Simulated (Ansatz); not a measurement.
Series SeX2: binding per atom (eV) at several levels, gas phase, relaxed structures; Ansatz. Binding counts from free atoms in the multiplicity of their measured ground term, without zero-point energy. A dash marks a value that wasn't run or was left out as unsound. The structures are stationary points that may keep the symmetry of their start. Correlated methods freeze inner cores and use unrestricted references for open shells.

| species | state | geometry | PBE-D4/def2-SVP | PBE-D4/def2-TZVP | PBE0-D4/def2-SVP | PBE0-D4/def2-TZVP | MP2/def2-TZVP | CCSD(T)/def2-TZVPP |
| --- | --- | --- | --- | --- | --- | --- | --- | --- |
| SeBr2 | singlet | PBE-D4/def2-TZVP | 1.78 | 1.81 | 1.60 | 1.65 | 1.58 | 1.48 |
| SeCl2 | singlet | PBE0-D4/def2-TZVP | 1.95 | 2.02 | 1.77 | 1.86 | 1.79 | 1.67 |
| SeH2 (H2Se) | singlet | PBE-D4/def2-TZVP | 2.36 | 2.35 | 2.31 | 2.31 | 2.19 | 2.33 |
| SeF2 | singlet | r2SCAN-D4/def2-TZVP | 2.61 | 2.66 | 2.28 | 2.37 | 2.45 | 2.27 |
| Se(CN)2 (C2SeN2) | singlet | PBE0-D4/def2-SVP | 5.07 | 5.04 | 4.74 | 4.71 | 4.76 | 4.47 |
| Se(CCH)2 (C4H2Se) | singlet | PBE0-D4/def2-SVP | 4.75 | 4.71 | 4.58 | 4.54 | 4.53 | 4.36 |
| SeMe2 (C2H6Se) | singlet | PBE0-D4/def2-TZVP | 3.68 | 3.67 | 3.64 | 3.63 | 3.51 | 3.55 |
| Se(GeH3)2 (Ge2H6Se) | singlet | PBE0-D4/def2-SVP | 2.65 | 2.65 | 2.64 | 2.64 | – | – |
| Se(SiH3)2 (Si2H6Se) | singlet | PBE0-D4/def2-SVP | 2.90 | 2.91 | 2.89 | 2.91 | 2.81 | 2.89 |
